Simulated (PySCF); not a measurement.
# Ionisation energy of Sn³⁶⁺ by level of theory

Sn³⁶⁺ [Ne] 3s2 3p2 (3P) → Sn³⁷⁺ [Ne] 3s2 3p1 (2P), as a difference of total energies. Calculation: PySCF 2.14, in an even-tempered Gaussian basis (18 s from 5.9 bohr⁻², ratio 2.5; 12 p from 7.7 bohr⁻², ratio 2.5; 4 d from 32 bohr⁻², ratio 2.7; 4 f from 48 bohr⁻², ratio 2.7); scalar relativity by spin-free X2C-1e. Correlated levels: outer shells: 1s2 frozen; virtual orbitals above 40 to 60 times the deepest correlated orbital energy dropped. The calculations carry no spin-orbit coupling.

```json
{"method": "UHF", "ionisation energy (eV)": "2408.8"}
{"method": "LDA", "ionisation energy (eV)": "2410.1"}
{"method": "PBE", "ionisation energy (eV)": "2410.6"}
{"method": "PBE0", "ionisation energy (eV)": "2410.5"}
{"method": "revPBE", "ionisation energy (eV)": "2410.6"}
{"method": "MP2 (outer shells)", "ionisation energy (eV)": "2409.3"}
{"method": "SCS-MP2 (outer shells)", "ionisation energy (eV)": "2409.1"}
```

**Question.** Estimate what r2SCANh gives.

**Answer.** 2410.8 eV, closest to PBE among the rows shown.

**Question.** Estimate what r2SCAN gives.

**Answer.** 2410.9 eV, closest to PBE among the rows shown.

Spin-orbit coupling is strong in these open shells (close to jj coupling). The scalar numbers leave it out and a first-order estimate fails, so it can dominate the gap to the real levels.

Breit and QED terms and the two-electron picture change are absent.

For comparison: 2443 ± 5 eV (semi-empirical (NIST evaluation); NIST Atomic Spectra Database, ionization energies).
